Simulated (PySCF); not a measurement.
Job for PySCF: R-M06-2X/def2-TZVPPD on H2O (SMILES O).

```python
from pyscf import gto, dft

mol = gto.M(
    atom='''
    O    -0.00000000    0.00000000    0.38961139
    H     0.00000000    0.76498632   -0.19485569
    H     0.00000000   -0.76498632   -0.19485569
    ''',
    basis='def2-tzvppd',
    charge=0, spin=0, verbose=4, max_memory=1800)
mf = dft.RKS(mol, xc='m062x').density_fit(auxbasis='def2-universal-jkfit')
mf.grids.level = 4
mf.conv_tol = 1e-9
mf.max_cycle = 150
mf.kernel()
mf.dip_moment()
```

Give the final energy of this run.

-76.4311 hartree.
